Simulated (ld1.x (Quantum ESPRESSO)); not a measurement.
molybdenum (Mo): excitation energies, all-electron against TM semilocal

```json
{"Element": "molybdenum (Mo)", "Generator": "ld1.x (Quantum ESPRESSO) 7.5", "Type": "norm-conserving Troullier–Martins (semilocal form)", "Functional": "PBEsol", "Relativity": "scalar-relativistic", "Frozen core": "[Kr]", "Valence charge": "6", "Reference configuration": "4d5 5s0.5 5p0 (charge +0.5)", "Partial waves": "5s (bound): rc 2.80 bohr; 4d (bound): rc 2.30 bohr; 5p (bound, empty): rc 3.95 bohr", "Local potential": "the p channel", "Core correction": "a·sin(br)/r model core inside 2.20 bohr"}
```

Energies are relative to the spin-unpolarised reference configuration 4d5 5s0.5 5p0; without spin polarisation the order of configurations can differ from experiment.

| valence configuration | charge | ΔE all-electron (eV) | error AE − PS (meV) |
| --- | --- | --- | --- |
| 4d5 5s1 5p0 | 0 | -2.741 | -1.6 |
| 4d5 5s0 5p0 | +1 | 4.163 | -4.1 |
| 4d4 5s0 5p0 | +2 | 19.618 | -66 |
| 4d4 5s1 5p0 | +1 | 5.342 | -51 |
| 4d3 5s0 5p0 | +3 | 46.343 | -367 |

Task: What are ΔE and the potential's error for 4d5 5s0 5p1?

Result: ΔE = 0.448 eV all-electron; the error (AE − PS) is -1.0 meV.

Task: What are ΔE and the potential's error for 4d4 5s1 5p1?

Result: ΔE = 1.020 eV all-electron; the error (AE − PS) is -81 meV.
